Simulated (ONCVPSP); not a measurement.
Building the ONCV potential for thallium (Tl) (PBE, scalar-relativistic).

Input for ONCVPSP 4.0.1:

```
# ATOM AND REFERENCE CONFIGURATION
# atsym  z   nc   nv     iexc    psfile
  Tl 81.00   13    2        4      upf
#
#   n    l    f
    1    0    2.00
    2    0    2.00
    2    1    6.00
    3    0    2.00
    3    1    6.00
    3    2   10.00
    4    0    2.00
    4    1    6.00
    4    2   10.00
    4    3   14.00
    5    0    2.00
    5    1    6.00
    5    2   10.00
    6    0    2.00
    6    1    1.00
#
# PSEUDOPOTENTIAL AND OPTIMIZATION
# lmax
    1
#
#   l,   rc,      ep,       ncon, nbas, qcut
    0    1.80    0.00    4    9    4.20
    1    3.10    0.00    4    8    3.10
#
# LOCAL POTENTIAL
# lloc, lpopt,  rc(5),   dvloc0
    0    5    1.80    0.00
#
# VANDERBILT-KLEINMAN-BYLANDER PROJECTORs
# l, nproj, debl
    0    0    1.60
    1    3    2.00
#
# MODEL CORE CHARGE
# icmod, fcfact, rcfact
    1    0.35    0.00
#
# LOG DERIVATIVE ANALYSIS
# epsh1, epsh2, depsh
   -2.00    5.00    0.02
#
# OUTPUT GRID
# rlmax, drl
    6.00    0.01
#
# TEST CONFIGURATIONS
# ncnf
    4
# nvcnf
#   n    l    f
    2
    6    0    2.00
    6    1    0.00
#
    2
    6    0    1.00
    6    1    0.00
#
    2
    6    0    2.00
    6    1    0.50
#
    2
    6    0    0.00
    6    1    3.00
#
```

Command:

```bash
oncvpsp.x < Tl.dat > Tl.out
```

Output (shortened: citation, most of the input echo, consistency checks and plot data are left out):

```
ONCVPSP  (Optimized Norm-Conservinng Vanderbilt PSeudopotential)
scalar-relativistic version 4.0.1

#   n    l    f        energy (Ha)
    1    0    2.00    -3.1471668E+03
    2    0    2.00    -5.6033831E+02
    2    1    6.00    -4.8183772E+02
    3    0    2.00    -1.3374832E+02
    3    1    6.00    -1.1116036E+02
    3    2   10.00    -8.7788477E+01
    4    0    2.00    -2.9852210E+01
    4    1    6.00    -2.2449992E+01
    4    2   10.00    -1.3781815E+01
    4    3   14.00    -4.1903371E+00
    5    0    2.00    -4.8141927E+00
    5    1    6.00    -2.7965169E+00
    5    2   10.00    -5.6909593E-01
    6    0    2.00    -3.5081799E-01
    6    1    1.00    -8.7111997E-02

Reference configufation results
  iterations    24
  all-electron total energy (Ha)   -2.02459454D+04

Begin loop to  construct optimized pseudo wave functions
and semi-local pseudopoentials for all angular momenta

Calculating optimized projector #   1

 for l=   0

    Fraction of norm inside rc  0.218697
    Optimizing pswf for qcut=   4.20 a_B^-1,  ecut=   8.82 Ha
    Residual kinetic energy error=  4.44D-04 Ha
 ERROR pspot:  first pseudo wave function has node,          program will stop
 ERROR pspot: try changing psp parameters for this l
```

The run stopped because the optimised pseudo-wave of the first projector has a node, so the radial equation cannot be inverted for a potential.

The run took about 0.29 s on one core of a shared server CPU.
